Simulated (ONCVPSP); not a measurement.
Transferability test, ONCV potential for Zn

- Element: zinc (Zn)
- Generator: ONCVPSP 4.0.1
- Type: optimised norm-conserving Vanderbilt (ONCV)
- Functional: LDA (Perdew-Zunger)
- Relativity: scalar-relativistic
- Frozen core: [Ar] 3d10
- Valence charge: 2
- Reference configuration: 4s1 (charge +1)
- Partial waves: 4s: rc 2.15 bohr, ncon 4, nbas 8, qcut 3.2 1/bohr, 2 projectors, debl 1.8 Ha; p scattering state at 0.02 Ha: rc 1.80 bohr, ncon 5, nbas 8, qcut 4.4 1/bohr, 2 projectors, debl 1.8 Ha
- Local potential: polynomial inside 1.55 bohr (lpopt 5, dvloc0 6 Ha)
- Core correction: Teter function, fcfact 5.25, rcfact 1.15

In the p channel the program set the typed energies aside and used 0.050, 1.850 Ha.

Energies are relative to the spin-unpolarised reference configuration 4s1; without spin polarisation the order of configurations can differ from experiment.

Q: Give the all-electron excitation energy and the error of the potential for: 4s2; 4s1.5; 4s1 4p1; 4s0 4p1.

A:

| valence configuration | charge | ΔE all-electron (eV) | error AE − PS (meV) |
| --- | --- | --- | --- |
| 4s2 | 0 | -10.190 | -5.5 |
| 4s1.5 | +0.5 | -6.112 | +0.4 |
| 4s1 4p1 | 0 | -5.006 | +24 |
| 4s0 4p1 | +1 | 6.424 | +16 |

Levels in the configuration 4s1 4p1:

```csv
level,all-electron (eV),pseudo (eV)
4s,-7.645,-7.645
4p,-2.258,-2.287
```

Note: ghosts flagged at negative energy: p at -534.1 eV; GHOST(+) flags only above 600 eV. A true bound ghost makes a file unfit for plane-wave use.
